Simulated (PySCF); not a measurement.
# Computed structure and properties of [Ir6]−

System: [Ir6]− (quartet); start: template (D3h). Method: PySCF 2.14.0, UKS B3LYP, Ir def2-SVP with ECP60; non-relativistic Hamiltonian with scalar-relativistic core potentials where named; density fitting; no spin-orbit coupling.

Input of the relaxation:

```python
mol = gto.M(atom='''
Ir     1.41365    -0.00004    -0.00000
Ir    -0.70679     1.22428    -0.00000
Ir    -0.70686    -1.22424     0.00000
Ir     1.41495     2.45060    -0.00000
Ir    -2.82975     0.00009     0.00000
Ir     1.41480    -2.45068     0.00000''',
    basis={'Ir': 'def2-SVP'},
    ecp={'Ir': 'def2-SVP'},
    charge=-1, spin=3)
mf = dft.UKS(mol, xc='B3LYP')
mf.grids.atom_grid = (50, 194)
mf = mf.density_fit()  # fitting sets: Ir def2-universal-JKFIT
mf.conv_tol = 1e-08; mf.max_cycle = 55
mf.kernel(dm0)  # dm0: converged density of the start geometry
# quasi-Newton relaxation in Cartesian coordinates to a largest gradient under 0.00045 Eh/bohr, steps kept in the point group
```

Run from Python with OMP_NUM_THREADS=4; the lines above give its settings. Where DIIS fails, smearing, a level shift and second-order steps follow.
It took 100 s on 4 threads of Arm Neoverse V2, with other jobs on the host, from the converged density of the start.

Course of the relaxation:

```json
{"step": "0", "energy above end (eV)": "0.0487", "largest force component within the symmetry (eV/Å)": "0.994"}
{"step": "1", "energy above end (eV)": "0.0084", "largest force component within the symmetry (eV/Å)": "0.380"}
{"step": "2", "energy above end (eV)": "0.0001", "largest force component within the symmetry (eV/Å)": "0.043"}
{"step": "3", "energy above end (eV)": "0.0000", "largest force component within the symmetry (eV/Å)": "0.004"}
```

Relaxed geometry (D3h):

```xyz
6

Ir    1.4381    0.0000    0.0000
Ir   -0.7190    1.2454    0.0000
Ir   -0.7191   -1.2454    0.0000
Ir    1.4264    2.4703    0.0000
Ir   -2.8526    0.0001    0.0000
Ir    1.4262   -2.4704    0.0000
```

```json
{"contact": "Ir4–Ir1", "Å": "2.470"}
{"contact": "Ir4–Ir2", "Å": "2.470"}
{"contact": "Ir5–Ir3", "Å": "2.470"}
{"contact": "Ir5–Ir2", "Å": "2.470"}
{"contact": "Ir6–Ir1", "Å": "2.470"}
{"contact": "Ir6–Ir3", "Å": "2.470"}
{"contact": "Ir3–Ir2", "Å": "2.491"}
{"contact": "Ir2–Ir1", "Å": "2.491"}
{"contact": "Ir3–Ir1", "Å": "2.491"}
```

On the finer grid (75, 302):

```yaml
HOMO: -1.53 eV
LUMO: -0.03 eV
Dipole_about_the_centre_of_mass: 0.22 D
Spin_squared: 4.740
Set_of_Mulliken_populations_of_Ir1_outside_the_core_potential: s 3.02, p 6.49, d 7.67, f 0.03
D3_BJ_dispersion_energy_not_in_the_energies: -1.050 eV
```

```csv
atom,Mulliken (e),Löwdin (e),spin (e)
Ir1,-0.22,-0.15,0.93
Ir2,-0.22,-0.20,-0.13
Ir3,-0.23,-0.18,0.55
Ir4,-0.11,-0.16,1.12
Ir5,-0.12,-0.16,-0.73
Ir6,-0.10,-0.15,1.26
```

The state is spin-contaminated.

No frequency check is given here. The steps kept the symmetry D3h of the start, so a lower state may lie off it.

One start shape was tried, so this needn't be the lowest isomer.

Open shells may have lower solutions than the one found.
